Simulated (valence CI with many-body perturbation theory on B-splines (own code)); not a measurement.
## Which ion has this spectrum?

A relativistic CI+MBPT calculation for an atom or ion with 5 electrons gives these levels (× 10³ cm⁻¹):

```csv
J,Parity,E,g
1/2,odd,0.00,0.61
1/2,even,2514.8,2.00
3/2,odd,16910,1.29
3/2,even,18691,1.61
5/2,even,19031,1.29
1/2,even,19694,1.27
3/2,even,19708,0.97
3/2,odd,22301,1.30
5/2,even,35743,1.41
1/2,even,36727,1.92
3/2,even,36731,1.16
3/2,odd,38761,1.43
5/2,odd,38942,1.15
1/2,odd,39469,0.61
```

The energies are calculated, and their last digits are not significant.

(1) Which is it?
A. Bi78+
B. Tl76+
C. Au74+
D. Hg75+

## Answers

(1) D. Hg75+, ground level (2s^2 2p1/2) J=1/2.
